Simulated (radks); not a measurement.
Problem. Coherent X-ray form factor from a spherical all-electron density. Method: Dirac Kohn-Sham, PBEsol, spin-unpolarised, spherical densities, point nucleus; computed with a radial shooting solver on a logarithmic mesh with Libxc functionals.

sin(theta)/lambda (1/angstrom)  f0 (electrons)
0.05                                    55.220
0.1                                     53.074
0.15                                    50.041
0.2                                     46.658
0.25                                    43.335
0.3                                     40.296
0.4                                     35.231
0.5                                     31.190
0.6                                     27.783
0.8                                     22.437
1                                       18.866
1.25                                    15.985
1.5                                     13.754
2                                        9.851

The species is in the configuration that NIST lists as its ground one. Which atom or ion scatters so?

Solution. The cerium ion Ce2+, [Xe] 4f2. Extrapolating in s^2 from the first two rows gives f0(0) = 55.9, near the electron count 56; among species with that count, the fall with angle is slower the higher Z, and the table is that of Z = 58; from so few rows the species is fixed only to a neighbour or two.
